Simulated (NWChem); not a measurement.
System: Si3H7F; SMILES [SiH3][SiH](F)[SiH3]

Here is an NWChem input.

```
start job
memory heap 200 mb stack 900 mb global 1100 mb
geometry units angstroms noautosym nocenter noautoz
  Si    -0.522527     0.444774     0.000000
  F     -1.965650    -0.332784     0.000000
  Si     0.647093    -0.142242    -1.951067
  Si     0.647093    -0.142242     1.951067
  H     -0.799421     1.915356     0.000000
  H     -0.136552     0.211786    -3.173076
  H      1.942946     0.606074    -1.965367
  H      0.935607    -1.608565    -1.958269
  H     -0.136552     0.211786     3.173076
  H      1.942946     0.606074     1.965367
  H      0.935607    -1.608565     1.958269
end
basis spherical
  * library 6-31g*
end
dft
  xc m05-2x
  iterations 150
end
cosmo
  do_cosmo_smd true
  solvent methanol
end
task dft energy
```

The geometry was optimised at PBE0/def2-SVP. Solvent: methanol.

Level: M05-2X/6-31G* with SMD (1 M gas to 1 M solution), gas-phase geometry. Reactions with the solvent are ignored.

**Question.** Predict the main results of this run. (M05-2X/6-31G* (spherical d), SMD on the gas-phase geometry.) Quantities: solvation free energy (kcal/mol); cavity-dispersion-structure term (kcal/mol); dipole in solution (D).

**Answer.** 
```
Item                                         Result
-------------------------------------------  ------
solvation free energy (kcal/mol)               -1.6
cavity-dispersion-structure term (kcal/mol)     0.1
dipole in solution (D)                         1.66
```
